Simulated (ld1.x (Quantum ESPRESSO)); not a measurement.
## Which change was made? (I, TM semilocal)

ld1.x (Quantum ESPRESSO) 7.5 input, shortened:

```
&input
   title='I', zed=53., rel=1, dft='PZ', iswitch=3,
   config='[Kr] 4d10 5s2 5p4.5'
 /
 &inputp
   pseudotype=1, tm=.true., lloc=0,
   nlcc=.false.
 /
3
4P  2  1   6.00   0.00  0.80  0.80  0.0
4D  3  2  10.00   0.00  1.25  1.25  0.0
4S  1  0   2.00   0.00  1.10  1.10  0.0
 &test
   configts(1)='4s2 4p6 4d10 5s2 5p4.5'
 /
```

Occupied shells without a wave of their own: 5p, 5s. They enter only through the test configuration that unscreens the potential.

Cutoffs, loose and tight: the cutoffs (Ry, on a coarse ladder) from which the occupation-weighted sum of valence levels, in a spherical-Bessel basis at the reference potential, stays within 10 and 1 mRy of its value at 400 Ry. They do not see the model core or the augmentation charge, which bear on the density cutoff. Test errors are all-electron minus pseudo excitation energies from the reference, over the configurations 4s2 4p6 4d10 5s2 5p5; 4s2 4p6 4d10 5s2 5p4; 4s2 4p6 4d10 5s2 5p3; 4s2 4p5 4d10 5s2 5p5; 4s2 4p6 4d10 5s2 5p1; 4s2 4p6 4d10 5s2 5p2; 4s2 4p6 4d9 5s2 5p6 (two spin-polarised tests are not counted in the largest error); variants that change the core or the reference have their own tests. The largest error is taken over the tests solved by every variant that gives reliable tests at all, those not shown here included: 4s2 4p5 4d10 5s2 5p5; 4s2 4p6 4d10 5s2 5p1; 4s2 4p6 4d10 5s2 5p2; 4s2 4p6 4d10 5s2 5p3; 4s2 4p6 4d10 5s2 5p4; 4s2 4p6 4d10 5s2 5p5.

The base gives: outcome: generated, misses its reference levels by 3.92 eV; cutoff, loose: 260 Ry; cutoff, tight: 300 Ry; bound ghosts: none; largest test error (meV): -947.

Task: After one change the result is: outcome: generated, misses its reference levels by 3.92 eV; bound ghosts: none; largest test error (meV): -2061. Which change was it?
A. reference 4s2 4p6 4d10 5s2 5p5
B. all radii scaled by about 1.14 (s 1.26, p 0.92, d 1.42 bohr)
C. wave 4p (bound): rc 0.80 bohr becomes 4p (bound): rc 0.64 bohr
D. wave 4s (bound): rc 1.10 bohr becomes 4s (bound): rc 0.90 bohr

Result: C. The others give: all radii scaled by about 1.14 (s 1.26, p 0.92, d 1.42 bohr) → outcome: generated, misses its reference levels by 8.61 eV; cutoff, loose: 230 Ry; cutoff, tight: 300 Ry; bound ghosts: none; largest test error (meV): -1787 | wave 4s (bound): rc 1.10 bohr becomes 4s (bound): rc 0.90 bohr → outcome: generated, misses its reference levels by 0.88 eV; cutoff, loose: 260 Ry; cutoff, tight: over 300 Ry; bound ghosts: none; largest test error (meV): -849 | reference 4s2 4p6 4d10 5s2 5p5 → outcome: generated, misses its reference levels by 3.84 eV; cutoff, loose: 260 Ry; cutoff, tight: 300 Ry; bound ghosts: none; largest test error (meV): -3881.
